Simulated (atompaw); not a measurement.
**H (Z = 1): one change to a PAW (atompaw) potential, before and after**

```json
{"Element": "H", "Generator": "atompaw 4.2.0.5", "Type": "PAW", "Functional": "PBE", "Relativity": "scalar-relativistic", "Frozen core": "none", "Valence charge": "1", "Reference configuration": "1s1", "Partial waves": "1s (bound): rc 1.45 bohr; 1s channel at 0.7 Ry: rc 1.45 bohr; 2p channel at 0.15 Ry: rc 1.45 bohr; 2p channel at 1.35 Ry: rc 1.45 bohr", "Local potential": "ultrasoft scheme with l = 2 at 0.5 Ry, radius 1.45 bohr", "Core correction": "none", "Augmentation charge": "sinc compensation charge, radius 1.10 bohr; PAW radius 1.45 bohr; waves and projectors: custom polynom2 7 10 vanderbiltortho"}
```

Change: wave 1s (bound): rc 1.45 bohr becomes 1s (bound): rc 0.90 bohr.

Cutoffs: the cutoffs (Ry, on a coarse ladder) from which the occupation-weighted sum of valence levels, in a spherical-Bessel basis at the reference potential, stays within 10 and 1 mRy of its value at 400 Ry; they do not see the model core or the augmentation charge, which bear on the density cutoff.

What does the change do?

The potential gets harder (10 Ry and 15 Ry → 15 Ry and 25 Ry); neither file shows a bound ghost.

| quantity | base | changed |
| --- | --- | --- |
| cutoff, loose | 10 Ry | 15 Ry |
| cutoff, tight | 15 Ry | 25 Ry |
| bound ghosts | none | none |
| s: phases at 1.45 bohr within 0.05 rad from the reference energy up to (Ry; the scan ends near 5) | to the end of the scan | to the end of the scan |
| p: phases at 1.45 bohr within 0.05 rad from the reference energy up to (Ry; the scan ends near 5) | to the end of the scan | to the end of the scan |
| lowest overlap eigenvalue by channel | s 0.98, p 1.00 | s 0.77, p 1.00 |

 The cutoffs see the waves, projectors and local potential, not the compensation charge or the core.
